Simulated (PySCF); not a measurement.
# Electron correlation in Cr(4+) (chromium, charge +4)

Starting occupation: [Ar] 3d2, 3d3/2 with m_j = +1/2, +3/2. Computed with PySCF 2.14 in x2c-TZVPall-2c, with X2C-1e with screened-nucleus spin-orbit coupling, Gaussian nucleus. Frozen: [Ne]; 10 electrons correlated; the 6 highest virtual spinors left out.

MP2 pair energies summed by pair of shells (mhartree):

| pair | energy | share (%) |
| --- | --- | --- |
| 3p-3p | -119.94 | 55.2 |
| 3d-3p | -56.35 | 25.9 |
| 3p-3s | -25.25 | 11.6 |
| 3d-3s | -7.49 | 3.4 |
| 3s-3s | -5.56 | 2.6 |
| 3d-3d | -2.61 | 1.2 |

Total MP2 correlation energy: -217.20 mhartree.

The GHF reference relaxed away from the jj start to a determinant that is no pure jj level (⟨S²⟩ = 2.00, ⟨J²⟩ = 7.75); the energies belong to that determinant.

This basis was not built for core-valence correlation, so the inner-shell part is incomplete.
